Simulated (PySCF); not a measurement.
CH$_{3}$O$_{2}$, charge +1, singlet, at a GFN2-xTB geometry. Base run: M06L/def2-SVP (PySCF).

Geometry (Å):
```xyz
6

O     -1.0543    -0.4075    -0.1256
C     -0.1044     0.4041    -0.0468
O      1.1119     0.1846     0.1514
H     -0.9156    -1.3769    -0.0299
H     -0.3782     1.4631    -0.1696
H      1.4596    -0.7278     0.2739
```
Charge +1, spin multiplicity 1.
All else is at PySCF's defaults.
Base energy -189.88566 Eh.

The base run was repeated with changes; each row names its change, and settings that it needs were set with it.

```tsv
change	ΔE vs base (µEh)	grid points	electrons on the grid
base	0.0	71712	23.99999
grids.radi_method = delley	-1.6	77112	23.99999
grids.becke_scheme = stratmann	-3.6	71712	23.99999
grids.prune = dft.gen_grid.sg1_prune	443	32056	23.99996
grids.level = 5	-1.5	199560	24.00000
grids.atom_grid = (30, 110)	-5972	14760	24.00006
small_rho_cutoff = 0	0.0	71712	23.99999
grids.prune = dft.gen_grid.treutler_prune	-1.3	61952	23.99999
grids.radi_method = gauss_chebyshev	6.9	70344	23.99999
grids.radi_method = mura_knowles	1.0	68688	23.99999
grids.atom_grid = (50, 194)	0.5	39384	24.00001
```
